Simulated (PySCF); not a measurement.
Computed shifts of a molecule C2H7BO3, KT2/pcSseg-1 in PySCF, GIAO, gas phase, equivalent atoms averaged, in ppm (number of nuclei): ¹³C: 56.7 (1), 55.2 (1). ¹H: 6.37 (1), 4.21 (3), 3.62 (2), -0.37 (1). References: ¹³C against TMS (σ = 185.1 ppm); ¹⁷O against H2O (σ = 330.4 ppm); ¹¹B against BF3 (σ = 89.8 ppm); ¹H against TMS (σ = 31.47 ppm), references at their B3LYP-D3(BJ)/def2-TZVP geometries, non-relativistic. Coordinates come from a B3LYP-D3(BJ)/def2-SVP optimisation. One conformer was computed; it need not be the lowest.

Problem. Pick the molecule that these values belong to.
A. C[C@H](O)B(O)O
B. OCB(O)CO
C. COCB(O)O
D. COB(O)CO

Solution. D, COB(O)CO
